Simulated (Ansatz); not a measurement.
Geometry optimisation, RKS r2SCANh/STO-3G in Ansatz 0.2.0.

Input file:

```yaml
crystal:
  periodic: [false, false, false]
  atoms:
    - { symbol: "N", position_ang: [2.8544, -1.2628, 0.367] }
    - { symbol: C, position_ang: [1.5855, -0.8285, 0.4876] }
    - { symbol: F, position_ang: [0.9399, -1.1183, 1.6206] }
    - { symbol: S, position_ang: [0.8766, 0.0563, -0.7806] }
    - { symbol: Si, position_ang: [-1.1107, 0.3772, 0.0249] }
    - { symbol: "N", position_ang: [-1.9612, 1.2598, -1.1485] }
    - { symbol: H, position_ang: [3.0853, -1.7047, 1.2235] }
    - { symbol: H, position_ang: [-0.9829, 1.2522, 1.2383] }
    - { symbol: H, position_ang: [-1.8102, -0.8766, 0.3142] }
    - { symbol: H, position_ang: [-1.4399, 2.0919, -1.3434] }
    - { symbol: H, position_ang: [-1.9715, 0.6966, -1.983] }
basis:
  gaussian: { orbitals: STO-3G }
hamiltonian:
  xc: r2scanh
relax:
  f_tol: 0.02
  max_steps: 40
scf:
  lower_state_search: "off"
```

Run as:

```bash
$ ansatz run input.yaml --threads 1 --pin off --max-ram 2048MiB --backend cpu --events-out ev --progress --plain --runs-dir out
```

**Question.** Where does it end, and by what steps?

**Answer.** It converged. Limits of this set-up: minimal basis. After 7 steps the energy has fallen by 0.703 eV; H10 moved furthest, 0.22 Å.

| step | energy less start (eV) | largest force component (eV/Å) | accepted |
| --- | --- | --- | --- |
| 0 | 0.0000 | 4.647 | yes |
| 1 | -0.6130 | 1.397 | yes |
| 2 | -0.6808 | 0.492 | yes |
| 3 | -0.6657 | 0.657 | no |
| 4 | -0.6999 | 0.201 | yes |
| 5 | -0.7023 | 0.175 | yes |
| 6 | -0.7028 | 0.086 | yes |
| 7 | -0.7029 | 0.015 | yes |

```xyz
11
Properties=species:S:1:pos:R:3
N 2.893 -1.310 0.461
C 1.664 -0.843 0.472
F 0.790 -0.991 1.534
S 0.979 0.047 -0.903
Si -0.972 0.370 -0.004
N -2.042 1.256 -1.081
H 3.008 -1.787 1.413
H -0.832 1.160 1.197
H -1.602 -0.903 0.265
H -1.645 2.185 -1.343
H -2.175 0.759 -1.990
```

Run time: 52 s on 1 thread of Intel(R) Xeon(R) Platinum 8259CL CPU @ 2.50GHz (Skylake/Cascade Lake) (shared host), peak memory 0.19 GiB.
